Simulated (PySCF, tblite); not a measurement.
C₆H₁₂NP.
Atom-mapped SMILES: `[CH3:1]/[CH:2]=[P:3]/[N:4]1[CH2:5][CH2:6][CH2:7][CH2:8]1` (hydrogens: H9, H10, H11 on C1; H12 on C2; H13, H14 on C5; H15, H16 on C6; H17, H18 on C7; H19, H20 on C8)

The geometry is computed with GFN2-xTB (gas phase).

**Question.** What internal coordinates does the optimisation give?

**Answer.** 
| bond | length (bohr) | order |
| --- | --- | --- |
| C1–C2 | 2.823 | single |
| C2=P3 | 3.166 | double |
| P3–N4 | 3.180 | single |
| N4–C5, N4–C8 | 2.746 | single |
| C5–C6 | 2.897 | single |
| C6–C7 | 2.887 | single |
| C7–C8 | 2.880 | single |
| C1–H9, C1–H10, C1–H11 | 2.060 | single |
| C2–H12 | 2.043 | single |
| C5–H13 and 3 like bonds | 2.069 | single |
| C6–H15 and 3 like bonds | 2.059 | single |

Bonds in one row agree within 0.02 bohr and their mean is given. Orders are formal, as drawn. A selection of angles:
| angle | degrees |
| --- | --- |
| C1–C2–P3 | 121.4 |
| C2–P3–N4 | 104.8 |
| P3–N4–C5 | 126.2 |
| P3–N4–C8 | 120.2 |
| C5–N4–C8 | 109.7 |
| N4–C5–C6 | 105.6 |
| C5–C6–C7 | 103.5 |
| C6–C7–C8 | 101.2 |
| N4–C8–C7 | 103.8 |

Dihedral angles: C1–C2–P3–N4 -179° (antiperiplanar); C2–P3–N4–C5 22° (synperiplanar); P3–N4–C5–C6 154° (antiperiplanar); N4–C5–C6–C7 -21° (synperiplanar); C5–C6–C7–C8 37° (synclinal); C6–C7–C8–N4 -39° (synclinal); P3–N4–C8–C7 -132° (anticlinal). The mirror-image conformer, all signs reversed, is as good.

The 5-membered ring N4–C5–C6–C7–C8 has internal angles of 101.2° to 109.7°; it is puckered, 0.18 Å rms from its mean plane, widest ring torsion 39°. N4 (nitrogen bonded to 2 C and P) is almost planar (angles 126.2°, 120.2° and 109.7°, sum 356.1°, 0.17 Å off the plane of its three neighbours). Of the pairs four or more bonds apart, C5···H12 is among the closest relative to their van der Waals radii: 2.64 Å, 91 % of the sum of Bondi's values. The 4 C–C bonds span 1.494 Å (C1–C2, drawn single) to 1.533 Å (C5–C6, drawn single), a spread of 0.039 Å.

Point group: C1 (no symmetry element, even within 0.4 Å). Its GFN2-xTB frequencies are all real (lowest 44 cm⁻¹). The numbers are those of one conformer. 3 starts were optimised and ended at 0.00, 0.05 and 0.75 kcal/mol (GFN2-xTB); the lowest of these is shown.
